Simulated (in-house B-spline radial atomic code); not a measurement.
Configurations of the potassium ion K³⁺, with energies counted from [Ne] 3s2 3p4. All numbers are computed (Dirac-Hartree-Fock, average of configuration; Fermi nucleus of rms radius 3.4349 fm) with a B-spline radial code for spherical atoms, not measured. Energies include first-order Breit, QED and recoil terms.

Occupations are held fixed; configurations that lie above the ionisation limit could autoionise.

```tsv
configuration	E - E(ref) (eV)	highest orbital	its <r> (bohr)
[Ne] 3s2 3p3 4s1	33.122	4s1/2	2.931
[Ne] 3s2 3p3 4d1	44.687	4d5/2	4.081
[Ne] 3s2 3p3 5d1	51.383	5d5/2	7.169
[Ne] 3s2 3p3 6d1	54.769	6d5/2	11
[Ne] 3s2 3p3 7s1	55.254	7s1/2	12.64
[Ne] 3s2 3p3 7d1	56.726	7d5/2	15.57
[Ne] 3s1 3p4 6d1	75.052	6d5/2	10.97
```

**Question.** Order these further configurations by energy, lowest first.
A. [Ne] 3s1 3p4 5g1
B. [Ne] 3s1 3p5
C. [Ne] 3s2 3p3 5g1
D. [Ne] 3s2 3p3 7f1
E. [Ne] 3s1 3p4 5f1

**Answer.** B (21.116 eV), C (53.023 eV), D (57.231 eV), E (73.183 eV), A (73.324 eV).

**Question.** How far above the reference does [Ne] 3s1 3p4 7g1 lie?

**Answer.** 77.59 eV; its least bound orbital is 7g9/2 with <r> = 15.86 bohr.

**Question.** How far above the reference does [Ne] 3s1 3p4 4f1 lie?

**Answer.** 68.23 eV; its least bound orbital is 4f5/2 with <r> = 4.359 bohr.
